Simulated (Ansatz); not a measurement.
CH8SSiSn, SMILES `[CH3][SnH2][SiH2]S`, relaxed with RKS PBE0-D4/def2-TZVP in the Gaussian-basis code of Ansatz from a PBE-D4/def2-SVP geometry. The force threshold is 0.005 eV/Å; the program also tests the step.

Charge 0, multiplicity 1. Sn takes the def2 core potential.

Start:

```xyz
12

C    -0.409    0.571    1.921
Sn   -0.754   -0.867    0.328
Si    1.076   -0.459   -1.456
S     1.052    1.662   -1.958
H     0.435    0.237    2.552
H    -1.315    0.677    2.547
H    -0.159    1.546    1.462
H    -2.297   -0.551   -0.401
H    -0.771   -2.486    0.949
H     2.456   -0.669   -0.894
H     0.934   -1.325   -2.683
H    -0.248    1.665   -2.367
```

| step | energy (eV) | largest force (eV/Å) | largest move (Å) |
| --- | --- | --- | --- |
| 1 | -25705.3652 | 0.539 | 0.000 |
| 2 | -25705.4034 | 0.193 | 0.073 |
| 3 | -25705.4131 | 0.063 | 0.029 |
| 4 | -25705.4141 | 0.041 | 0.034 |
| 5 | -25705.4149 | 0.019 | 0.037 |
| 6 | -25705.4153 | 0.025 | 0.039 |
| 7 | -25705.4155 | 0.014 | 0.013 |
| 8 | -25705.4157 | 0.004 | 0.023 |
| 9 | -25705.4159 | 0.012 | 0.048 |
| 10 | -25705.4160 | 0.013 | 0.020 |
| 11 | -25705.4160 | 0.014 | 0.041 |
| 12 | -25705.4161 | 0.009 | 0.007 |
| 13 | -25705.4161 | 0.005 | 0.005 |

End:

```xyz
12

C    -0.416    0.539    1.962
Sn   -0.753   -0.788    0.313
Si    1.082   -0.441   -1.445
S     1.068    1.600   -2.119
H     0.497    0.255    2.485
H    -1.255    0.492    2.656
H    -0.312    1.558    1.591
H    -2.266   -0.422   -0.406
H    -0.809   -2.408    0.865
H     2.436   -0.604   -0.853
H     0.960   -1.386   -2.590
H    -0.232    1.605   -2.459
```

It took 47 s on 4 threads of an Arm Neoverse V2 on a shared host, with 0.63 GiB of host memory at the peak.
